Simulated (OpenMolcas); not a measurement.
Mn3+ among 4 point charges of -1 e arranged as a tetrahedron (Td).

```json
{
  "Program": "OpenMolcas",
  "Method": "CASSCF",
  "Basis": "ANO-RCC-VDZP [5s4p2d1f]",
  "Scalar Hamiltonian": "DKH2, point nucleus",
  "Active space": "4 electrons in 5 orbitals (3d)",
  "State averaging": "2S+1 = 5 even, 5 roots; 2S+1 = 3 even, 45 roots; 2S+1 = 1 even, 50 roots",
  "Spin-orbit coupling": "RASSI with atomic mean-field integrals over the reference wave functions"
}
```

All point charges move together. At R = 1.9 Å the first state of the same spin is 960.6 cm-1, and at R = 1.99 Å it is 773.7 cm-1.

Problem. A third run gives 1400 cm-1. What distance was it run at?

Solution. With a power law R^-n the two known points give n = -ln(773.7 / 960.6) / ln(1.99 / 1.9) = 4.68. Then R = 1.9 × (960.6 / 1400)^(1/4.68) = 1.753 Å. The run was at 1.75 Å, so the estimate is off by +0.003 Å.

An orbital triplet at a regular site is open to Jahn-Teller coupling, which can distort the site and quench the lowest spin-orbit gaps and is left out. Without dynamic correlation the repulsion within the d shell is too large (B by tens of per cent), so at a given field states of lower spin stand too high. The ground term spreads over less than 5000 cm-1, several times less than with real ligands, so orbital moments are less quenched and χT lies further from the spin-only value than at real sites. Point charges carry no covalency, so the field is a model and not that of real ligands. No measured value stands beside these numbers.
